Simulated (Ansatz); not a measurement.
Species: C₄H₈Si, SMILES `CC1=C[Si@@H]1C` (charge 0, multiplicity 1).

Give a relaxed geometry from B3LYP-D3(BJ)/def2-TZVP (Ansatz, a program for electronic structure).

the end point of this relaxation (outside a Z-matrix the atoms follow the SMILES, hydrogens last).
Z-matrix (Å, degrees):
```
C
C 1 1.3351
H 2 1.0835 1 134.33
C 1 1.4846 2 136.85 3 0.02
H 4 1.0928 1 110.54 2 121.51
H 4 1.0928 5 106.57 1 -120.02
H 4 1.0931 5 108.60 6 -116.82
Si 2 1.8059 3 156.86 1 -179.89
H 8 1.4823 2 120.49 3 76.41
C 8 1.8701 9 110.44 2 154.50
H 10 1.0906 8 110.70 9 179.32
H 10 1.0924 11 108.52 8 121.88
H 10 1.0925 11 108.41 12 116.51
```
